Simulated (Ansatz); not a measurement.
C3H8ClNOSi, SMILES `C=C[Si](N)(Cl)OC` at its PBE0-D4/def2-TZVP geometry, where that method's forces vanish. The species carries charge 0 and has multiplicity 1.

```xyz
15

C    -2.2063   -0.3108   -1.7688
C    -1.1523   -0.7982   -1.1223
Si   -0.2001    0.0978    0.1807
N    -0.2958   -0.5077    1.7722
Cl   -0.9138    2.0284    0.3349
O     1.3468    0.0674   -0.3239
C     2.4299    0.6499    0.3699
H    -2.7416   -0.8899   -2.5158
H    -2.5751    0.6928   -1.5804
H    -0.8257   -1.8102   -1.3627
H    -1.0022   -0.1662    2.4021
H    -0.0366   -1.4587    1.9791
H     3.3538    0.2197   -0.0198
H     2.3689    0.4538    1.4446
H     2.4503    1.7319    0.2103
```

Question: What forces (eV/Å) does PBE-D4/def2-TZVPP give on these atoms in Ansatz 0.2.0? (Best estimate.)

Answer: Ansatz gave: 
```
C1  -0.294  0.113 -0.186
C2   0.322 -0.092  0.186
Si3 -0.312 -0.009 -0.083
N4   0.126  0.069  0.087
Cl5 -0.115  0.287  0.031
O6   0.135 -0.244 -0.435
C7   0.189  0.094  0.110
H8  -0.127 -0.116 -0.156
H9  -0.083  0.213  0.031
H10  0.077 -0.215 -0.041
H11 -0.236  0.102  0.228
H12  0.077 -0.328  0.086
H13  0.211 -0.083 -0.075
H14  0.009 -0.029  0.240
H15  0.022  0.239 -0.022
```
